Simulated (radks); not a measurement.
Initial-state core-level shifts of the ruthenium ion Ru2+ when its valence configuration changes from [Kr] 4d6. All-electron calculation, scalar-relativistic Kohn-Sham, LDA (Slater exchange, Perdew-Wang correlation), spin-polarised, spherical densities, finite nucleus; open shells are filled with parallel spins first (spin-orbit coupling, left out, can overturn this in heavy ions); Fermi nuclear charge, rms radius 4.4809 fm. Program: a radial shooting solver on a logarithmic mesh with Libxc functionals. Shifts are changes of the shell-averaged eigenvalues in eV (positive: less bound); the change of the density at the nucleus, which sets a Mossbauer isomer shift, is in e/bohr^3, on a base of 1.12e+05.

| valence | 2p | 3s | 3d | 4s | density at nucleus |
|---|---|---|---|---|---|
| 4d5 5p1 | -6.000 | -5.903 | -5.931 | -5.304 | +3.42 |
| 4d5 5s0.5 5p0.5 | -5.408 | -5.299 | -5.329 | -4.706 | +16.34 |
| 4d4 5p2 | -12.682 | -12.401 | -12.471 | -11.057 | +7.52 |
| 4d5 5s1 | -4.809 | -4.688 | -4.720 | -4.103 | +29.13 |
| 4d4 5s2 | -10.496 | -10.174 | -10.248 | -8.913 | +60.06 |
| 4d3 5s1 5p2 | -18.574 | -18.021 | -18.144 | -15.778 | +42.99 |
| 4d5.5 5p0.5 | -2.968 | -2.925 | -2.938 | -2.651 | +1.60 |
| 4d5.5 5s0.5 | -2.364 | -2.309 | -2.324 | -2.038 | +13.96 |
| 4d4.5 5s1.5 | -7.618 | -7.404 | -7.455 | -6.502 | +43.80 |
